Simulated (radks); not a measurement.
Initial-state core-level shifts of the bromine ion Br+ when its valence configuration changes from [Ar] 3d10 4s2 4p4. All-electron calculation, Dirac Kohn-Sham, PBE, spin-unpolarised, spherical densities, finite nucleus; open shells fill j = l - 1/2 first; Fermi nuclear charge, rms radius 4.1629 fm. Program: a radial shooting solver on a logarithmic mesh with Libxc functionals. Shifts are changes of the shell-averaged eigenvalues in eV (positive: less bound); the change of the density at the nucleus, which sets a Mossbauer isomer shift, is in e/bohr^3, on a base of 4.437e+04.

3d10 4p6: 1s -3.331; 2s -3.232; 3s -3.264; 3p -3.246; density at nucleus -74.435
3d10 4s1 4p5: 1s -1.695; 2s -1.644; 3s -1.658; 3p -1.649; density at nucleus -36.525
3d10 4s1.5 4p4.5: 1s -0.855; 2s -0.829; 3s -0.836; 3p -0.832; density at nucleus -18.083
3d9 4s2 4p5: 1s -15.638; 2s -17.348; 3s -13.267; 3p -13.041; density at nucleus +18.717
3d9 4s1 4p6: 1s -17.220; 2s -18.893; 3s -14.816; 3p -14.581; density at nucleus -21.996
3d8 4s2 4p6: 1s -32.092; 2s -35.660; 3s -26.788; 3p -26.355; density at nucleus +38.678
3d9.5 4s2 4p4.5: 1s -7.716; 2s -8.551; 3s -6.600; 3p -6.484; density at nucleus +9.200
3d9.5 4s1 4p5.5: 1s -9.353; 2s -10.145; 3s -8.202; 3p -8.077; density at nucleus -29.417
